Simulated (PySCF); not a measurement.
# How the method changes the constants of SeCl⁺

State: ³Σ⁻ (triplet), unpaired electrons π ↑↑. Set-up: PySCF, spin-free X2C with a Gaussian nucleus, basis sets Se x2c-SVPall, Cl x2c-SVPall. De refers to Se⁺ + Cl in their high-spin ground configurations, without counterpoise correction. The functionals are run spin-unrestricted. A positive dipole points towards Cl; it is taken about the centre of mass and depends on that origin. Levels whose curve was spin-contaminated or gave no clean fit are not listed.

```csv
Level,Re (Å),ωe (cm⁻¹),De (eV),μ (D),"CPU s a point (SCF and correlation, without the integrals)"
UHF,2.054,504,0.86,-1.46,0.18
UHF-CCSD,2.070,487,2.06,n/a,n/a
UHF-CCSD(T),2.077,482,2.24,n/a,3.7
PBE,2.075,489,3.53,-0.35,0.71
PBEsol,2.060,503,3.83,-0.28,0.45
r²SCAN,2.058,506,3.18,-0.51,0.86
r²SCANh,2.050,515,3.04,-0.59,0.87
PBE0,2.048,519,3.04,-0.62,1.2
r²SCAN0,2.040,527,2.83,-0.71,0.93
CAM-B3LYP,2.046,525,2.98,-0.61,1.3
```

The bond length runs from 2.040 Å (r²SCAN0) to 2.077 Å (UHF-CCSD(T)). De spans 0.86 eV (UHF, mean field) to 3.83 eV (PBEsol, GGA). Correlation at CCSD(T) changes the Hartree–Fock bond energy by +1.38 eV; the triples alone change it by +0.18 eV.

Correlated steps freeze 14 core orbitals. Correlated levels converge slowly with the basis: in double zeta they bind strong bonds too weakly, by up to about 1 eV, and carry superposition errors of some tenths. Spin–orbit coupling is left out. For an ion De counts to the pair picked by the measured ionisation energies or electron affinities, which need not be the lowest pair at this level. The state was picked by a PBE0 search and need not be the measured ground state.

The whole job (state search and all levels along the bond) took about 2.6 min on 1 thread of Oxide Virtual Turin-like (shared host), peak memory 0.6 GiB.
